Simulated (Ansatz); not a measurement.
Program: Ansatz. Geometries: PBE0-D4/def2-TZVP. ΔE: electronic, gas phase. CCSD(T)/CBS is the MP2 limit (def2-TZVPP, def2-QZVPP) plus CCSD(T) − MP2 in def2-TZVPP, frozen cores. Functionals use def2-TZVPP. B3LYP here is the variant with VWN-RPA as its local correlation; programs differ in this. For Ge outer-core shells are correlated without core-valence functions, which leaves a few kJ/mol of doubt a bond. Scalar relativity is left out up to krypton. One conformer a species, not always the lowest.

Consider the ligand exchange at a Ge–C bond: `N/C(Cl)=[CH]/[GeH3]` + `NB(O)Cl` → `NB(Cl)[O][GeH3]` + `C=C(N)Cl`.

```json
{"species": "`N/C(Cl)=[CH]/[GeH3]`", "B3LYP energy (Eh)": "-2671.88397"}
{"species": "`NB(O)Cl`", "B3LYP energy (Eh)": "-617.08523"}
{"species": "`NB(Cl)[O][GeH3]`", "B3LYP energy (Eh)": "-2695.34285"}
{"species": "`C=C(N)Cl`", "B3LYP energy (Eh)": "-593.63700"}
```

Problem. Work out ΔE.

Solution. ΔE = (-2695.34285) + (-593.63700) − (-2671.88397) − (-617.08523) = -0.01065 Eh = -0.29 eV. CCSD(T)/CBS gives -0.21 eV.

Largest T1 diagnostic among the species: 0.012.

In def2-TZVPP, CCSD(T) changes the Hartree–Fock value by +0.20 eV (the triples alone add +0.03 eV) and MP2 by +0.24 eV.
